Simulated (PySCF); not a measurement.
A geometry optimisation, step by step.

Species: CH8NPSSi.
Numbering: `[CH3:1][S:2][Si@@H:3]([NH2:4])[PH2:5]` (hydrogens: H6, H7, H8 on C1; H9 on Si3; H10, H11 on N4; H12, H13 on P5)

Computed by this run: PySCF 2.14.0, PBE0-D3(BJ)/def2-SVP geometry optimisation, gas phase; density fitting, grid level 1; the optimiser is geomeTRIC in internal coordinates, started from a GFN2-xTB structure with every atom displaced at random (about 0.01 Å). The frame can shift and turn from step to step; on so coarse a grid that alone can change the energy by a few meV, and forces under 0.02 eV/Å are noise.

Step 0: E = -30636.5281 eV, largest atomic force 1.899 eV/Å
```
atom  x, y, z in Å  |  force x, y, z in eV/Å
C1     -1.787   -1.087   -0.499   -0.884   1.583  -0.565
S2     -0.816   -0.174   -1.738    0.306  -0.114  -0.204
Si3     0.739    0.572   -0.474   -0.401  -0.298   0.032
N4      0.103    1.825    0.491   -0.727   0.672  -0.258
P5      1.379   -0.955    1.053   -1.123   0.440   0.956
H6     -2.585   -1.590   -1.047   -0.082  -0.294  -0.012
H7     -2.242   -0.351    0.186    0.063  -0.272   0.082
H8     -1.158   -1.758    0.029    0.586  -1.054   0.723
H9      1.786    0.958   -1.418    0.503   0.117  -0.430
H10     0.538    2.144    1.334    0.282   0.115   0.545
H11    -0.449    2.569    0.063    0.171  -0.215   0.077
H12     2.613   -0.347    1.291    0.675   0.360   0.145
H13     1.885   -1.824    0.133    0.631  -1.039  -1.092
```

Step 1: E = -30636.6989 eV, largest atomic force 0.430 eV/Å
```
atom  x, y, z in Å  |  force x, y, z in eV/Å
C1     -1.849   -1.052   -0.445    0.307  -0.287   0.094
S2     -0.770   -0.323   -1.722    0.027   0.079   0.009
Si3     0.716    0.572   -0.468    0.108  -0.122  -0.102
N4      0.045    1.852    0.480    0.170  -0.254   0.202
P5      1.466   -0.980    1.010    0.235  -0.135  -0.106
H6     -2.672   -1.556   -0.967   -0.027   0.023   0.014
H7     -2.242   -0.286    0.231   -0.054   0.092   0.040
H8     -1.280   -1.800    0.141   -0.244   0.149  -0.104
H9      1.787    0.965   -1.441   -0.067   0.023  -0.011
H10     0.478    2.136    1.354   -0.073  -0.050  -0.094
H11    -0.394    2.630    0.011   -0.120   0.238  -0.110
H12     2.721   -0.318    1.235   -0.121  -0.058  -0.015
H13     2.005   -1.854   -0.008   -0.143   0.301   0.184
```

Step 2: E = -30636.7217 eV, largest atomic force 0.064 eV/Å
```
atom  x, y, z in Å  |  force x, y, z in eV/Å
C1     -1.867   -1.029   -0.445    0.040   0.011   0.021
S2     -0.743   -0.367   -1.722    0.007  -0.033   0.041
Si3     0.737    0.541   -0.474    0.034  -0.047   0.012
N4      0.033    1.795    0.481   -0.038   0.033  -0.040
P5      1.523   -0.981    1.014    0.018  -0.040  -0.043
H6     -2.703   -1.507   -0.972   -0.018   0.018  -0.009
H7     -2.248   -0.223    0.197    0.008   0.006  -0.010
H8     -1.363   -1.782    0.178   -0.013   0.018  -0.026
H9      1.789    0.965   -1.451   -0.028   0.001  -0.026
H10     0.452    2.079    1.359   -0.021  -0.015   0.014
H11    -0.428    2.573    0.019    0.021  -0.002   0.030
H12     2.749   -0.282    1.245   -0.007   0.007   0.007
H13     2.081   -1.796   -0.021   -0.003   0.043   0.030
```

Step 3: E = -30636.7291 eV, largest atomic force 0.108 eV/Å
```
atom  x, y, z in Å  |  force x, y, z in eV/Å
C1     -1.880   -0.996   -0.444   -0.071   0.077  -0.025
S2     -0.718   -0.413   -1.722    0.008  -0.049   0.006
Si3     0.749    0.511   -0.477    0.005   0.018   0.042
N4      0.011    1.745    0.481   -0.037   0.063  -0.066
P5      1.570   -0.993    1.009   -0.046   0.006   0.002
H6     -2.731   -1.449   -0.969   -0.004   0.007   0.001
H7     -2.234   -0.155    0.168    0.021  -0.018   0.000
H8     -1.419   -1.751    0.205    0.036  -0.038   0.016
H9      1.786    0.960   -1.459   -0.004  -0.001  -0.014
H10     0.410    2.028    1.368   -0.004  -0.021   0.034
H11    -0.463    2.518    0.024    0.033  -0.026   0.022
H12     2.768   -0.253    1.255    0.017   0.023   0.018
H13     2.162   -1.767   -0.031    0.046  -0.041  -0.037
```

Step 4: E = -30636.7334 eV, largest atomic force 0.093 eV/Å
```
atom  x, y, z in Å  |  force x, y, z in eV/Å
C1     -1.896   -0.968   -0.445   -0.070   0.056  -0.025
S2     -0.700   -0.456   -1.723   -0.003  -0.045  -0.011
Si3     0.758    0.486   -0.480   -0.020   0.042   0.028
N4     -0.007    1.704    0.477    0.006   0.047  -0.039
P5      1.610   -1.003    1.003   -0.042   0.011   0.007
H6     -2.765   -1.387   -0.968    0.006   0.002  -0.001
H7     -2.211   -0.102    0.153    0.021  -0.015   0.009
H8     -1.472   -1.734    0.217    0.030  -0.040   0.017
H9      1.783    0.955   -1.465    0.002  -0.003  -0.005
H10     0.374    1.977    1.376   -0.011  -0.013   0.026
H11    -0.484    2.478    0.026    0.030  -0.019   0.011
H12     2.777   -0.222    1.275    0.009   0.017   0.018
H13     2.246   -1.742   -0.036    0.042  -0.039  -0.035
```

Step 5: E = -30636.7363 eV, largest atomic force 0.051 eV/Å
```
atom  x, y, z in Å  |  force x, y, z in eV/Å
C1     -1.907   -0.953   -0.447   -0.023  -0.003  -0.005
S2     -0.693   -0.485   -1.724    0.001  -0.019  -0.012
Si3     0.762    0.469   -0.485   -0.025   0.037   0.024
N4     -0.013    1.683    0.472    0.033   0.035  -0.013
P5      1.630   -1.010    0.996   -0.015   0.001  -0.003
H6     -2.798   -1.326   -0.970    0.004   0.004  -0.001
H7     -2.176   -0.080    0.162    0.010   0.000   0.010
H8     -1.514   -1.745    0.204    0.005  -0.018   0.001
H9      1.781    0.948   -1.472   -0.004  -0.003  -0.002
H10     0.342    1.941    1.385   -0.003  -0.032   0.005
H11    -0.481    2.462    0.022    0.007   0.004  -0.009
H12     2.767   -0.197    1.302   -0.006   0.005   0.012
H13     2.312   -1.721   -0.037    0.017  -0.012  -0.007
```

Step 6: E = -30636.7394 eV, largest atomic force 0.101 eV/Å
```
atom  x, y, z in Å  |  force x, y, z in eV/Å
C1     -1.918   -0.949   -0.451    0.050  -0.085   0.021
S2     -0.693   -0.513   -1.730    0.015   0.015  -0.006
Si3     0.760    0.456   -0.495   -0.036   0.010  -0.036
N4     -0.013    1.673    0.458    0.075  -0.022   0.026
P5      1.635   -1.016    0.989    0.021  -0.010  -0.008
H6     -2.841   -1.236   -0.971   -0.005   0.012   0.005
H7     -2.109   -0.087    0.201   -0.010   0.022   0.005
H8     -1.566   -1.796    0.156   -0.026   0.020  -0.021
H9      1.775    0.939   -1.483   -0.008  -0.005  -0.004
H10     0.319    1.891    1.391   -0.027   0.006  -0.006
H11    -0.450    2.473    0.016   -0.005   0.022  -0.004
H12     2.725   -0.162    1.355   -0.019  -0.011  -0.001
H13     2.387   -1.685   -0.027   -0.025   0.026   0.028
```

Step 7: E = -30636.7412 eV, largest atomic force 0.124 eV/Å
```
atom  x, y, z in Å  |  force x, y, z in eV/Å
C1     -1.914   -0.960   -0.453    0.072  -0.099   0.018
S2     -0.699   -0.514   -1.738    0.018   0.031   0.006
Si3     0.756    0.456   -0.505   -0.017  -0.007  -0.003
N4      0.002    1.685    0.448    0.052  -0.002   0.013
P5      1.613   -1.020    0.984    0.030  -0.010  -0.010
H6     -2.862   -1.177   -0.963   -0.013   0.016   0.008
H7     -2.049   -0.124    0.246   -0.021   0.025  -0.001
H8     -1.587   -1.854    0.099   -0.028   0.036  -0.021
H9      1.775    0.932   -1.494   -0.015   0.001  -0.004
H10     0.298    1.881    1.397    0.000  -0.032  -0.019
H11    -0.405    2.500    0.006   -0.029   0.028  -0.016
H12     2.676   -0.152    1.396   -0.017  -0.015  -0.007
H13     2.407   -1.667   -0.014   -0.036   0.029   0.036
```

Step 8: E = -30636.7419 eV, largest atomic force 0.056 eV/Å
```
atom  x, y, z in Å  |  force x, y, z in eV/Å
C1     -1.904   -0.974   -0.455    0.038  -0.040   0.005
S2     -0.704   -0.499   -1.744    0.008   0.012   0.005
Si3     0.752    0.465   -0.510   -0.006  -0.011  -0.008
N4      0.013    1.703    0.441    0.034  -0.001  -0.004
P5      1.585   -1.017    0.987    0.013  -0.001  -0.004
H6     -2.861   -1.170   -0.955   -0.009   0.009   0.004
H7     -2.026   -0.154    0.267   -0.013   0.008  -0.002
H8     -1.576   -1.883    0.070   -0.012   0.020  -0.008
H9      1.774    0.931   -1.498   -0.006   0.001  -0.003
H10     0.308    1.883    1.394   -0.010  -0.006  -0.004
H11    -0.382    2.528    0.004   -0.014   0.005   0.004
H12     2.649   -0.158    1.410   -0.004  -0.008  -0.003
H13     2.384   -1.668   -0.002   -0.018   0.013   0.017
```

Step 9: E = -30636.7421 eV, largest atomic force 0.030 eV/Å
```
atom  x, y, z in Å  |  force x, y, z in eV/Å
C1     -1.898   -0.978   -0.455    0.001   0.004  -0.005
S2     -0.705   -0.491   -1.746   -0.003  -0.003   0.003
Si3     0.752    0.469   -0.511   -0.001  -0.006   0.009
N4      0.019    1.710    0.440    0.018   0.017  -0.016
P5      1.573   -1.015    0.990   -0.002   0.005   0.001
H6     -2.856   -1.177   -0.954   -0.001   0.000  -0.001
H7     -2.027   -0.160    0.267    0.000   0.000  -0.001
H8     -1.566   -1.885    0.067    0.001   0.000   0.002
H9      1.775    0.930   -1.500   -0.001   0.001   0.000
H10     0.311    1.888    1.394   -0.006  -0.010   0.003
H11    -0.379    2.535    0.005   -0.008  -0.005   0.005
H12     2.645   -0.164    1.409    0.002  -0.001   0.001
H13     2.365   -1.675    0.003    0.000  -0.004   0.000
```

Task: Summarise the path.

Result: The energy falls by 4.94 kcal/mol from step 0 to step 9; nine tenths of that is first reached at step 2. It falls at every step. The largest force goes from 1.899 to 0.030 eV/Å. Among the bonds P5–H13 changes most, from 1.363 to 1.427 Å; the atoms move by 0.302 Å rms after alignment.

What follows is the cost of the whole optimisation. The run took 59 s wall on one thread of an Arm Neoverse V1, shared host, and the process peaked at 0.52 GiB of memory.
